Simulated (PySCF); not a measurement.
Worked example: oscillator strength and radiative lifetime

C3H6BNO, SMILES B1(C(=C)CN1)O.

Coordinates come from a r2SCAN-D4/def2-SVP optimisation. The structure was generated by enumeration, and PubChem lists no compound with its InChIKey, so it may never have been made. The values are those of a single conformer.

PySCF with TDDFT-PBE/def2-SVPD puts the first singlet state with f over 0.02 at 5.08 eV (vertical), with the transition dipole (-0.381, 0.159, 0.000) in atomic units.

**Question.** Find the oscillator strength, the wavelength and the radiative lifetime that this transition would have in vacuum if emission retraced absorption.

**Answer.** 
|μ|² = 0.1704 au, so |μ| = 1.05 D. ΔE = 5.08/27.211 = 0.1867 hartree. f = (2/3) ΔE |μ|² = 0.021 (the program prints 0.021).
λ = 1239.84/5.08 = 244 nm; ν = 40973 cm⁻¹.
Einstein's coefficient A = 0.6670 ν² f s⁻¹ (ν in cm⁻¹) = 2.4e7 s⁻¹, so τ = 1/A = 42 ns. This state is S1. The figure is the radiative limit of this one transition; relaxation, internal conversion, crossing to triplets and a medium change what is measured.
